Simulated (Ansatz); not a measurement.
A nudged elastic band was laid between two geometries of BClH2O + H3P (9 atoms, charge 0, multiplicity 1).

All numbers below come from RKS revPBE-D4/6-31G* in Ansatz.

* movable images: 5
* climbing image: yes
* spring: 5.0 eV/Å²
* optimiser: quadratic models (default)
* start path: through a guess of the saddle point
* force threshold: 0.05 eV/Å
* iteration limit: 60
* end points: relaxed

First end point:

```xyz
9
Properties=species:S:1:pos:R:3
B 0.056 -0.451 0.068
O -0.162 -0.803 1.367
H -1.094 -0.632 1.610
Cl 1.688 -0.695 -0.583
H -0.798 0.000 -0.652
P 0.819 3.132 1.218
H 1.952 2.283 0.978
H 0.191 2.747 -0.017
H 0.136 2.109 1.959
```

Last end point:

```xyz
9
Properties=species:S:1:pos:R:3
B 0.413 0.422 0.179
O -0.421 -0.296 1.541
H -1.271 0.191 1.640
Cl 1.912 -0.621 0.067
H -0.412 0.245 -0.684
P 0.783 2.260 0.840
H 1.867 2.563 -0.040
H -0.197 2.971 0.069
H 0.112 -0.047 2.335
```

(1) Which bonds break or form, and what moves?

(2) Give the energies along the band, and the barrier.

(3) What is the geometry of the highest image?

The band took 18 iterations and of the order of 4 core-minutes.

## Answers

(1) Bonds broken: P6–H9. Bonds formed: B1–P6, O2–H9. BClH2O + H3P becomes BClH5OP.

(2) The run converged. The highest image is number 3 of 0 to 6, 1.87 eV above the first end and 0.96 eV above the last; the last end lies 0.91 eV above the first. Neighbouring images differ by up to 1.4 eV, so the band resolves the path poorly. A vibrational analysis at the climbing image gives one clearly imaginary mode, 1138i cm⁻¹: a first-order saddle point. The orbitals stay closed-shell, which can raise the energy where a bond breaks towards radicals; this wasn't checked here.

```
image  path coordinate (Å)  energy (eV)  P6–H9 (Å)  B1–P6 (Å)  O2–H9 (Å)
    0                 0.00         0.00       1.44       3.84       2.99
    1                 0.67         0.04       1.44       3.47       2.54
    2                 1.34         0.51       1.46       2.90       1.92
    3                 2.01         1.87       1.69       2.32       1.29
    4                 2.90         0.94       2.39       1.99       0.99
    5                 3.78         0.92       2.58       1.99       0.99
    6                 4.66         0.91       2.83       1.99       0.99
```

(3) 
```xyz
9
Properties=species:S:1:pos:R:3
B 0.255 0.251 0.264
O -0.155 -0.309 1.658
H -1.112 -0.527 1.626
Cl 1.772 -0.487 -0.357
H -0.667 0.368 -0.501
P 0.581 2.414 1.048
H 1.970 2.260 0.788
H 0.150 2.748 -0.267
H -0.008 0.971 1.688
```

Run time: 4 min on 1 thread of Arm Neoverse V1, on a shared host, peak memory 0.12 GiB.
